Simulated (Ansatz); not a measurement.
Species: C5H8, SMILES `C=CCC=C` (C–C–C–C torsion -122°, C–C–C–C torsion 122°) (charge 0, multiplicity 1).

Question: Give a relaxed geometry from PBE0-D4/def2-TZVP run with Ansatz (an electronic-structure program).

Answer: One answer among several that fit: the end point of this relaxation, one of several conformers (outside a Z-matrix the atoms follow the SMILES, hydrogens last).
Z-matrix (Å, degrees):
```
C
H 1 1.0934
H 1 1.0993 2 107.07
C 1 1.4972 2 110.12 3 117.78
C 4 1.3245 1 124.84 2 0.68
H 5 1.0839 4 121.55 1 179.94
H 5 1.0858 6 117.01 4 -179.97
H 4 1.0889 5 119.20 6 0.26
C 1 1.4972 2 110.12 3 -117.78
C 9 1.3245 1 124.84 2 -0.68
H 10 1.0839 9 121.55 1 -179.97
H 10 1.0858 11 117.01 9 179.93
H 9 1.0889 10 119.20 11 -0.28
```
